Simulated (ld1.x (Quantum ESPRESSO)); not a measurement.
## Configuration tests for Fe (Z = 26) (PAW)

ld1.x (Quantum ESPRESSO) 7.5 input, shortened:

```
&input
   title='Fe', zed=26., rel=1, dft='PBESOL', iswitch=3,
   config='[Ar] 3d6 4s1 4p1'
 /
 &inputp
   pseudotype=3, lpaw=.true., tm=.true., lloc=-1, rcloc=2.25,
   nlcc=.true., new_core_ps=.true.,
   which_augfun='PSQ', rmatch_augfun_nc=.true.
 /
6
4S  1  0   1.00   0.00  2.10  2.70  0.0
4S  1  0   0.00   0.20  2.10  2.70  0.0
4P  2  1   1.00   0.00  2.25  3.15  0.0
4P  2  1   0.00   1.75  2.25  3.15  0.0
3D  3  2   6.00   0.00  1.20  1.70  0.0
3D  3  2   0.00  -0.25  1.20  1.70  0.0
 &test
   configts(1)='3d6 4s1 4p1'
 /
```

Energies are relative to the spin-unpolarised reference configuration 3d6 4s1 4p1; without spin polarisation the order of configurations can differ from experiment.

| valence configuration | charge | ΔE all-electron (eV) | error AE − PS (meV) |
| --- | --- | --- | --- |
| 3d6 4s1 4p0 | +1 | 4.610 | -0.8 |
| 3d6 4s0 4p0 | +2 | 20.726 | -8.0 |
| 3d6 4s1.5 4p0 | +0.5 | -0.641 | -0.1 |
| 3d6 4s0 4p1 | +1 | 9.687 | -2.4 |
| 3d5 4s0 4p0 | +3 | 54.913 | -306 |
| 3d7 4s1 4p0 | 0 | -4.935 | -69 |

Task: What are ΔE and the potential's error for 3d6 4s2 4p0?

Result: ΔE = -4.134 eV all-electron; the error (AE − PS) is -0.2 meV.
